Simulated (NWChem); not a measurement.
System: silicon monosulfide (SiS, singlet); SMILES [Si]=S

The following NWChem deck was run.

```
start job
memory heap 200 mb stack 900 mb global 1100 mb
geometry units angstroms noautoz
  Si     0.000000     0.000000     1.036495
  S      0.000000     0.000000    -0.903154
end
basis spherical
  * library def2-tzvpd
end
dft
  xc b3lyp
  iterations 150
  mulliken
end
task dft energy
```

NWChem printed, in part:

```
             Northwest Computational Chemistry Package (NWChem) 7.3.0
             --------------------------------------------------------

 ORDER OF PRIMARY AXIS IS BEING SET TO 4
 C4V symmetry detected

                             Geometry "geometry" -> ""
                             -------------------------

 Output coordinates in angstroms (scale by  1.889725989 to convert to a.u.)

  No.       Tag          Charge          X              Y              Z
 ---- ---------------- ---------- -------------- -------------- --------------
    1 Si                  14.0000     0.00000000     0.00000000     1.03447947
    2 S                   16.0000     0.00000000     0.00000000    -0.90516953

 Effective nuclear repulsion energy (a.u.)      61.1119350851

      Symmetry information
      --------------------

 Group name             C4v
 Group number             18
 Group order               8
 No. of unique centers     2

                                 NWChem DFT Module
                                 -----------------

 Summary of "ao basis" -> "ao basis" (spherical)
 ------------------------------------------------------------------------------
       Tag                 Description            Shells   Functions and Types
 ---------------- ------------------------------  ------  ---------------------
 Si                        def2-tzvpd               15       43   6s5p3d1f
 S                         def2-tzvpd               16       46   6s6p3d1f

      Symmetry analysis of basis
      --------------------------

        a1         31
        a2          0
        b1          8
        b2          8
        e          42

            General Information
            -------------------
          SCF calculation type: DFT
          Wavefunction type:  closed shell.
          No. of atoms     :     2
          No. of electrons :    30
           Alpha electrons :    15
            Beta electrons :    15
          Charge           :     0
          Spin multiplicity:     1
          Use of symmetry is: on ; symmetry adaption is: on
          Maximum number of iterations: 150
          AO basis - number of functions:    89
                     number of shells:    31
          Convergence on energy requested:  1.00D-06
          Convergence on density requested:  1.00D-05
          Convergence on gradient requested:  5.00D-04

              XC Information
              --------------
                         B3LYP Method XC Potential
                     Hartree-Fock (Exact) Exchange  0.200
                        Slater Exchange Functional  0.800 local
                    Becke 1988 Exchange Functional  0.720 non-local
              Lee-Yang-Parr Correlation Functional  0.810
                  VWN I RPA Correlation Functional  0.190 local

             Grid Information
             ----------------
          Grid used for XC integration:  medium
          Radial quadrature: Mura-Knowles
          Angular quadrature: Lebedev.
          Tag              B.-S. Rad. Rad. Pts. Rad. Cut. Ang. Pts.
          ---              ---------- --------- --------- ---------
          Si                  1.10       88          12.0       590
          S                   1.00       88          12.0       590
          Grid pruning is: on
          Number of quadrature shells:   176
          Spatial weights used:  Erf1

      Superposition of Atomic Density Guess
      -------------------------------------

 Sum of atomic energies:        -686.31510696

      Non-variational initial energy
      ------------------------------

 Total energy =    -686.512213
 1-e energy   =   -1071.534383
 2-e energy   =     323.910236
 HOMO         =      -0.286157
 LUMO         =      -0.040262

      Symmetry analysis of molecular orbitals - initial
      -------------------------------------------------

 !! scf_movecs_sym_adapt:   16 vectors were symmetry contaminated

  Symmetry fudging

 !! scf_movecs_sym_adapt:   10 vectors were symmetry contaminated

  Numbering of irreducible representations:

     1 a1          2 a2          3 b1          4 b2          5 e

  Orbital symmetries:

     1 a1          2 a1          3 a1          4 a1          5 e
     6 e           7 a1          8 a1          9 e          10 e
    11 a1         12 a1         13 e          14 e          15 a1
    16 e          17 e          18 a1         19 e          20 e
    21 a1         22 a1         23 b1         24 b2         25 e

     ---------------------------------------------
      Total Density - Mulliken Population Analysis
     ---------------------------------------------

    Atom       Charge   Shell Charges
 -----------   ------   -------------------------------------------------------
    1 Si  14    13.22   2.00  0.59  1.38  1.11  0.77  0.06  4.09  1.75  0.35  0.70  0.26  0.05  0.07 -0.00  0.02
    2 S   16    16.78   2.01  0.49  1.48  1.11  0.81  0.02  4.19  1.68  0.95  2.59  1.38  0.02  0.01  0.03  0.01  0.00

   convergence    iter        energy       DeltaE   RMS-Dens  Diis-err
 ---------------- ----- ----------------- --------- --------- ---------
 d= 0,ls=0.0,diis     1   -687.6920768414 -7.49D+02  1.37D-02  7.86D-01
 d= 0,ls=0.0,diis     2   -687.3445984464  3.47D-01  1.23D-02  2.21D+00
 d= 0,ls=0.0,diis     3   -687.7175833384 -3.73D-01  3.05D-03  2.00D-01
 d= 0,ls=0.0,diis     4   -687.7516220066 -3.40D-02  6.84D-04  1.87D-03
 d= 0,ls=0.0,diis     5   -687.7518184396 -1.96D-04  1.70D-04  5.15D-04
  Resetting Diis
 d= 0,ls=0.0,diis     6   -687.7519019848 -8.35D-05  4.42D-05  2.73D-05
 d= 0,ls=0.0,diis     7   -687.7519064811 -4.50D-06  1.82D-05  4.94D-07
 d= 0,ls=0.0,diis     8   -687.7519061428  3.38D-07  1.07D-05  2.41D-06
 d= 0,ls=0.0,diis     9   -687.7519065796 -4.37D-07  1.71D-06  4.10D-08

[...]
```

Level: B3LYP/def2-TZVPD. Low-valent species are run as closed-shell singlets; no triplet was tried in these runs. Structure relaxed at the PBE0/def2-SVP level.
